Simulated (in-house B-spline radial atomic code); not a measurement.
Successive ionisation energies of indium; each step leads to the configuration of the next row (after the last: [Ne] 3s2 3p1/2(2) 3p3/2(2)). Dirac energy differences include first-order Breit, QED and recoil terms. NIST's values go from ground level to ground level; the uncertainty of those that are theory runs from under 0.1 % in few-electron ions to several per cent in heavy many-electron ones. Computed with an all-electron radial atomic-structure program (B-spline basis): Dirac-Hartree-Fock, jj configuration that fills j = l - 1/2 first, finite nuclei.

A number in brackets counts the electrons of a j subshell.

```
  ion               configuration  ionisation energy (eV)  tabulated value (eV)    tabulated kind  computed minus tabulated (eV)  highest orbital  largest mean radius (bohr)
In24+      [Ar] 3d3/2(4) 3d5/2(3)                  1256.3                  1255  tabulated theory                            1.3            3d5/2                     0.33437
In25+      [Ar] 3d3/2(4) 3d5/2(2)                       ?                     ?  tabulated theory                              ?                ?                           ?
In26+      [Ar] 3d3/2(4) 3d5/2(1)                  1405.9                  1413  tabulated theory                           -7.1            3d5/2                     0.32925
In27+               [Ar] 3d3/2(4)                       ?                     ?  tabulated theory                              ?                ?                           ?
In28+               [Ar] 3d3/2(3)                  1575.0                  1575  tabulated theory                            0.0            3d3/2                     0.32418
In29+               [Ar] 3d3/2(2)                  1655.6                  1659  tabulated theory                           -3.4            3d3/2                     0.32165
In30+               [Ar] 3d3/2(1)                  1737.7                  1738  tabulated theory                           -0.3            3d3/2                     0.31915
In31+                [Ne] 3s2 3p6                  1962.5                  1961    semi-empirical                            1.5            3p3/2                     0.31667
In32+  [Ne] 3s2 3p1/2(2) 3p3/2(3)                  2036.8                2028.5    semi-empirical                            8.3            3p3/2                     0.31476
```

(1) Fill in the row of In25+.

(2) Fill in the row of In27+.

## Answers

(1) ionisation energy (eV): 1330.3; tabulated value (eV): 1328; computed minus tabulated (eV): 2.3; highest orbital: 3d5/2; largest mean radius (bohr): 0.3318.

(2) ionisation energy (eV): 1496.0; tabulated value (eV): 1496; computed minus tabulated (eV): 0.0; highest orbital: 3d3/2; largest mean radius (bohr): 0.32672.
